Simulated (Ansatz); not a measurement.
## Ansatz (development build ahead of 0.2.0) run

```yaml
crystal:
  periodic: [false, false, false]
  atoms:
    - { symbol: V, position_ang: [0.0, 0.0, 0.0] }
    - { symbol: O, position_ang: [0.0, 0.0, 1.55] }
basis:
  gaussian: { orbitals: pcseg-2 }
total_charge: 1
magnetization:
  initial_magnetization: 2
hamiltonian:
  xc: pbe0
```

The input is written out in the form of the current development build from the run's settings.

The run gave:

| Quantity | Value |
| --- | --- |
| Converged | yes |
| Total energy | -1018.68134 hartree |
| Spin squared of the determinant | 2.000 |
| Stability test | minimum among restricted orbitals |

Caution: no unrestricted run beside it, a lower state can exist; other spin multiplicities were not run.
